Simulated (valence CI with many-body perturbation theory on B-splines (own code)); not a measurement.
Xe XXIV: electric-dipole lines

Method: valence CI with perturbative core correlation (CI+MBPT): three valence electrons over a frozen Dirac-Fock core [Ar] 3d10, a basis of 11 s, 11 p, 10 d, 8 f, 5 g, 2 h functions for each j, with the one-electron correlation potential Σ1, the two-electron term Σ2, the three-electron term Σ3, Breit, model QED; selected CI, second order for the rest, scaled by the run's own slope (own B-spline code, finite nucleus).

No measured levels were compared; by estimate levels hold to about 250 cm⁻¹ or 0.2 % of their energy and the worst to 1 %, as in measured heavy ions of charge 2 to 7; those with d or f electrons hold less well.

Lines 201 to 250 of 575 in falling wavelength, among levels below 344.76 eV, chosen from the strongest by gf and those to the six lowest levels. Wavelengths and rates use the calculated energies, so an error of 2000 cm⁻¹ moves a line at 138.7 Å by 0.28 % and its rate by three times that or more. Electric multipoles are in the length gauge, E1 and E2 with the static RPA response of the core. Weak lines are less certain than strong ones. Lines between different terms over intervals too small for the method are left out, as are lines whose strength nearly cancels. Where a level lies close to another of its J and parity, the split of strength between their lines is uncertain. The highest levels of a list are the least certain.

Names give the largest LS component (configuration and term), which can be under half, so a name can repeat, a term be missing and a line seem to break the LS rules; names also repeat where a configuration has a term twice. Letters in brackets count levels of one name in rising energy.

| λ vac (Å) | Upper | Lower | A (s⁻¹) | S (a.u.) with core polarisation | S without |
| --- | --- | --- | --- | --- | --- |
| 138.7 | 4p 4d2 2H°_9/2 | 4p2 4d 2F_7/2 [a] | 2.22e+10 | 2.92e-01 | 3.16e-01 |
| 138.6 | 4s 4p 4d 2D°_3/2 [a] | 4s 4p2 2P_1/2 | 7.09e+10 | 3.72e-01 | 4.01e-01 |
| 138.2 | 4p2 4d 4D_3/2 | 4p3 4S°_3/2 | 4.12e+10 | 2.15e-01 | 2.31e-01 |
| 137.9 | 4p2 4d 4D_5/2 | 4p3 4S°_3/2 | 1.68e+10 | 1.31e-01 | 1.40e-01 |
| 137.4 | 4s 4p 4f 2F_7/2 [a] | 4s 4p 4d 2F°_7/2 [b] | 3.13e+10 | 3.20e-01 | 3.45e-01 |
| 137.3 | 4s 4d2 2D_3/2 | 4s 4p 4d 2D°_3/2 [b] | 4.58e+10 | 2.34e-01 | 2.52e-01 |
| 137.3 | 4s 4d2 2F_5/2 | 4s 4p 4d 2F°_5/2 [b] | 6.58e+10 | 5.05e-01 | 5.43e-01 |
| 137.3 | 4p 4d2 2F°_5/2 [a] | 4p2 4d 4D_5/2 | 1.96e+10 | 1.51e-01 | 1.61e-01 |
| 137.3 | 4s 4p 4d 4F°_7/2 | 4s 4p2 4P_5/2 | 3.48e+10 | 3.56e-01 | 3.83e-01 |
| 137.1 | 4p 4d2 2D°_3/2 [a] | 4p2 4d 2P_3/2 [a] | 3.36e+10 | 1.71e-01 | 1.84e-01 |
| 137.0 | 4s 4d2 2P_3/2 | 4s 4p 4d 2D°_5/2 [b] | 5.08e+10 | 2.58e-01 | 2.79e-01 |
| 136.5 | 4p 4d2 4D°_7/2 [c] | 4p2 4d 2D_5/2 [c] | 3.35e+10 | 3.36e-01 | 3.63e-01 |
| 136.4 | 4p 4d2 4D°_7/2 [b] | 4p2 4d 4F_9/2 | 3.45e+10 | 3.45e-01 | 3.72e-01 |
| 136.2 | 4s 4d2 4F_7/2 | 4s 4p 4d 4D°_5/2 | 2.72e+10 | 2.71e-01 | 2.94e-01 |
| 136.0 | 4s 4p 4d 4P°_5/2 | 4s 4p2 4P_5/2 | 2.83e+10 | 2.11e-01 | 2.28e-01 |
| 135.9 | 4s 4p 4d 2F°_5/2 [a] | 4s 4p2 2D_3/2 | 8.99e+10 | 6.69e-01 | 7.20e-01 |
| 135.9 | 4p2 4f 4G°_9/2 | 4p2 4d 2G_7/2 | 1.31e+10 | 1.62e-01 | 1.73e-01 |
| 135.8 | 4p 4d2 2P°_1/2 [a] | 4p2 4d 2D_3/2 [a] | 1.35e+11 | 3.33e-01 | 3.58e-01 |
| 135.7 | 4p2 4d 2D_3/2 [a] | 4p3 2P°_1/2 | 5.54e+10 | 2.74e-01 | 2.94e-01 |
| 135.5 | 4s 4d2 2P_3/2 | 4s 4p 4d 2P°_3/2 [a] | 1.30e+11 | 6.37e-01 | 6.87e-01 |
| 135.5 | 4s 4p 4f 2D_3/2 [a] | 4s 4p 4d 2D°_5/2 [b] | 4.20e+10 | 2.06e-01 | 2.22e-01 |
| 135.4 | 4p 4d2 4D°_3/2 [a] | 4p2 4d 4D_3/2 | 6.17e+10 | 3.03e-01 | 3.25e-01 |
| 135.3 | 4p 4d2 4D°_7/2 [b] | 4p2 4d 4D_7/2 | 1.39e+10 | 1.36e-01 | 1.47e-01 |
| 135.3 | 4s 4p 4d 4D°_3/2 | 4s 4p2 4P_5/2 | 3.49e+09 | 1.70e-02 | 1.83e-02 |
| 135.2 | 4p 4d2 4D°_7/2 [a] | 4p2 4d 4F_7/2 | 3.16e+10 | 3.09e-01 | 3.32e-01 |
| 135.2 | 4s 4d2 2F_7/2 | 4s 4p 4d 2F°_7/2 [b] | 4.28e+10 | 4.18e-01 | 4.50e-01 |
| 135.1 | 4s 4d2 4F_9/2 | 4s 4p 4d 4D°_7/2 | 1.47e+10 | 1.79e-01 | 1.95e-01 |
| 135.0 | 4p2 4d 2S_1/2 | 4p3 2P°_3/2 [b] | 1.17e+11 | 2.84e-01 | 3.06e-01 |
| 135.0 | 4s2 4d 2D_3/2 | 4s2 4p 2P°_3/2 | 4.82e+10 | 2.34e-01 | 2.53e-01 |
| 135.0 | 4p 4d2 4P°_5/2 | 4p2 4d 4D_7/2 | 3.26e+10 | 2.37e-01 | 2.56e-01 |
| 134.9 | 4p2 4d 2P_1/2 [a] | 4p3 2P°_1/2 | 1.46e+11 | 3.54e-01 | 3.81e-01 |
| 134.9 | 4s 4d2 2S_1/2 | 4s 4p 4d 2P°_3/2 [b] | 1.81e+11 | 4.38e-01 | 4.72e-01 |
| 134.7 | 4p 4d2 2P°_3/2 [b] | 4p2 4d 2P_3/2 [b] | 4.56e+10 | 2.20e-01 | 2.37e-01 |
| 134.5 | 4p2 4f 2H°_9/2 | 4p2 4d 4F_9/2 | 5.83e+10 | 7.00e-01 | 7.54e-01 |
| 134.3 | 4p2 4d 2G_7/2 | 4p3 2D°_5/2 | 4.80e+10 | 4.59e-01 | 4.92e-01 |
| 134.3 | 4p 4d2 4S°_3/2 | 4p2 4d 2D_5/2 [c] | 5.13e+10 | 2.45e-01 | 2.64e-01 |
| 134.3 | 4p 4d2 4D°_5/2 [a] | 4p2 4d 4D_5/2 | 2.69e+10 | 1.93e-01 | 2.08e-01 |
| 134.2 | 4p 4d2 2D°_3/2 [a] | 4p2 4d 2F_5/2 | 2.96e+10 | 1.42e-01 | 1.53e-01 |
| 134.2 | 4s 4p 4d 2D°_5/2 [a] | 4s 4p2 2D_5/2 | 1.22e+11 | 8.70e-01 | 9.38e-01 |
| 134.1 | 4s 4p 4f 2D_3/2 [a] | 4s 4p 4d 2P°_3/2 [b] | 3.12e+10 | 1.49e-01 | 1.60e-01 |
| 134.1 | 4p 4d2 4P°_1/2 | 4p2 4d 4D_1/2 | 5.99e+10 | 1.43e-01 | 1.54e-01 |
| 134.1 | 4p2 4f 2H°_11/2 [b] | 4s 4p 4f 4G_9/2 | 2.34e+10 | 3.34e-01 | 3.60e-01 |
| 134.0 | 4p2 4f 4G°_5/2 | 4p2 4d 2F_5/2 | 2.66e+10 | 1.90e-01 | 2.04e-01 |
| 134.0 | 4s 4p 4f 2D_3/2 [a] | 4s 4p 4d 2P°_3/2 [a] | 6.42e+10 | 3.05e-01 | 3.29e-01 |
| 133.8 | 4p 4d2 2G°_9/2 | 4p2 4d 2F_7/2 [b] | 2.62e+10 | 3.10e-01 | 3.36e-01 |
| 133.8 | 4s 4p 4f 2F_7/2 [a] | 4s 4p 4d 2F°_7/2 [a] | 2.07e+10 | 1.95e-01 | 2.10e-01 |
| 133.8 | 4p2 4d 2D_5/2 [a] | 4p3 2D°_5/2 | 4.90e+10 | 3.48e-01 | 3.74e-01 |
| 133.6 | 4s 4d2 2P_1/2 | 4s 4p 4d 2P°_1/2 [a] | 1.45e+11 | 3.42e-01 | 3.69e-01 |
| 133.6 | 4p2 4d 2P_3/2 [b] | 4p3 2P°_3/2 [b] | 5.93e+10 | 2.79e-01 | 3.01e-01 |
| 133.5 | 4p 4d2 4P°_1/2 | 4p2 4d 2P_3/2 [a] | 7.25e+10 | 1.70e-01 | 1.84e-01 |
